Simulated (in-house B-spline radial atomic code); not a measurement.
RPA and G0W0 for Tl3+, [Xe] 4f14 5d10, as one setting changes: the highest l of the empty states. Start: r2SCAN. A dash marks a level of low quasi-particle weight. Computed with a B-spline radial code for spherical atoms: all electrons, scalar-relativistic (spin-free one-electron X2C), finite nucleus, each spin shell either full or empty, empty states to the listed l with an (l + 1/2)⁻⁴ tail; G0W0 by contour deformation at full frequency.

Without the two-electron picture change, the correlation of inner shells comes somewhat too large for so heavy an element.

```tsv
highest l of the empty states	RPA summed (Eh)	RPA extrapolated (Eh)	G0W0 level (eV)
5	-6.0259	-7.073	5d -51.72
6	-6.4094	-7.0681	5d -51.72
7	?	?	?
8	-6.7363	-7.0175	5d -51.75
9	-6.8064	-6.9958	5d -51.74
10	?	?	?
11	-6.8777	-6.9713	5d -51.73
```

Q: What belongs in the row for 7?

A: RPA summed (Eh): -6.6177; RPA extrapolated (Eh): -7.0435; G0W0 level (eV): 5d -51.76.

Q: What belongs in the row for 10?

A: RPA summed (Eh): -6.8498; RPA extrapolated (Eh): -6.9814; G0W0 level (eV): 5d -51.73.
